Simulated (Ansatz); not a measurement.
Ansatz (an electronic-structure program) input file for BO, SMILES [B]=O, multiplicity 2, B3LYP-D3(BJ)/def2-TZVPD. 

Ansatz 0.2 input:
```yaml
crystal:
  periodic: [false, false, false]
  atoms:
    - {symbol: B, position_ang: [0.00000000, 0.00000000, -0.72911166]}
    - {symbol: O, position_ang: [0.00000000, 0.00000000, 0.45569479]}
basis:
  gaussian:
    orbitals: def2-TZVPD
hamiltonian:
  xc: b3lyp
  dispersion: d3bj
magnetization: {spin_polarized: true, initial_magnetization: 1}
relax: {f_tol: 0.002, max_steps: 200}
```

Log of the run:

```
WARN ansatz: RAYON_NUM_THREADS=1 ignored (pool sized by the plan → 1); use --threads N
Functional definition: B3LYP
integrals: 0.01 GiB planned
349 factors; their error is unknown
mean field: 0.17 GiB planned
mean field evaluation 1: about -2716.1372 eV, gradient 4.5e1 eV
mean field evaluation 2: about -2649.5087 eV, gradient 1.2e2 eV
mean field evaluation 4: about -2722.9985 eV, gradient 2.6e0 eV
mean field evaluation 8: about -2723.0293 eV, gradient 5.0e-2 eV
mean field evaluation 16: about -2723.0364 eV, gradient 5.0e-5 eV
mean field -2723.03639900 eV, -100.0697419228 hartree, gradient 5.0e-5 eV, S^2 0.756807; 0 other end points of the search recorded, 0 dependent functions left out
the calculation of the forces begins
reference -2723.03659134 eV, -100.0697489912 hartree; 7, 6 occupied and 70, 71 virtual orbitals, 349 factors
relax step   1: F+E_penalty+E_count = -2723.05909167 eV  Δ(F+E_penalty+E_count) = +0.000e0 eV  max|allowed force component| = 1.622e0 eV/Å  Δτ_max = 0.0000 Å  (33 SCF iters, accepted)
these checks for a lower state are left out or cut short: starts, cluster_reference, orbital_swaps, neighbouring_geometries, increment
integrals: 0.01 GiB planned
349 factors; their error is unknown
mean field: 0.17 GiB planned
mean field -2723.05004979 eV, -100.0702435803 hartree, gradient 2.3e-5 eV, S^2 0.757076; 0 other end points of the search recorded, 0 dependent functions left out
the calculation of the forces begins
reference -2723.05024254 eV, -100.0702506636 hartree; 7, 6 occupied and 70, 71 virtual orbitals, 349 factors
relax step   2: F+E_penalty+E_count = -2723.07274105 eV  Δ(F+E_penalty+E_count) = -1.365e-2 eV  max|allowed force component| = 2.155e-1 eV/Å  Δτ_max = 0.0075 Å  (35 SCF iters, accepted)
these checks for a lower state are left out or cut short: starts, cluster_reference, orbital_swaps, neighbouring_geometries, increment
integrals: 0.01 GiB planned
349 factors; their error is unknown
mean field: 0.17 GiB planned
mean field evaluation 32: about -2723.0503 eV, gradient 1.7e-5 eV
mean field -2723.05031164 eV, -100.0702532030 hartree, gradient 1.7e-5 eV, S^2 0.757119; 0 other end points of the search recorded, 0 dependent functions left out
the calculation of the forces begins
reference -2723.05050445 eV, -100.0702602886 hartree; 7, 6 occupied and 70, 71 virtual orbitals, 349 factors
relax step   3: F+E_penalty+E_count = -2723.07300267 eV  Δ(F+E_penalty+E_count) = -2.616e-4 eV  max|allowed force component| = 8.018e-3 eV/Å  Δτ_max = 0.0012 Å  (36 SCF iters, accepted)
these checks for a lower state are left out or cut short: starts, cluster_reference, orbital_swaps, neighbouring_geometries, increment
integrals: 0.01 GiB planned
349 factors; their error is unknown
mean field: 0.17 GiB planned
mean field -2723.05031162 eV, -100.0702532022 hartree, gradient 1.9e-5 eV, S^2 0.757122; 0 other end points of the search recorded, 0 dependent functions left out
the calculation of the forces begins
reference -2723.05050443 eV, -100.0702602880 hartree; 7, 6 occupied and 70, 71 virtual orbitals, 349 factors
relax step   4: F+E_penalty+E_count = -2723.07300262 eV  Δ(F+E_penalty+E_count) = +4.051e-8 eV  max|allowed force component| = 8.449e-3 eV/Å  Δτ_max = 0.0001 Å  (26 SCF iters, rejected (line search))
these checks for a lower state are left out or cut short: starts, cluster_reference, orbital_swaps, neighbouring_geometries, increment
integrals: 0.01 GiB planned
349 factors; their error is unknown
mean field: 0.17 GiB planned
mean field -2723.05031202 eV, -100.0702532168 hartree, gradient 7.4e-6 eV, S^2 0.757120; 0 other end points of the search recorded, 0 dependent functions left out
the calculation of the forces begins
reference -2723.05050483 eV, -100.0702603025 hartree; 7, 6 occupied and 70, 71 virtual orbitals, 349 factors
relax step   5: F+E_penalty+E_count = -2723.07300303 eV  Δ(F+E_penalty+E_count) = -3.664e-7 eV  max|allowed force component| = 8.580e-6 eV/Å  Δτ_max = 0.0000 Å  (25 SCF iters, accepted)
integrals: 0.01 GiB planned
349 factors; their error is unknown
mean field: 0.17 GiB planned
mean field -2723.05031202 eV, -100.0702532168 hartree, gradient 9.3e-6 eV, S^2 0.757120; 1 other end points of the search recorded, 0 dependent functions left out
the calculation of the forces begins
reference -2723.05050483 eV, -100.0702603025 hartree; 7, 6 occupied and 70, 71 virtual orbitals, 349 factors
Total energy: -2723.07319584 eV, -100.0710941819 hartree
Atom 0 at    -0.000000     0.000000    -0.737849 Å, force     0.000000     0.000000    -0.000008 eV/Å
Atom 1 at     0.000000    -0.000000     0.464432 Å, force    -0.000000    -0.000000     0.000008 eV/Å
Dipole moment:     0.000000    -0.000000    -0.502308 e Å
```

The run converged.
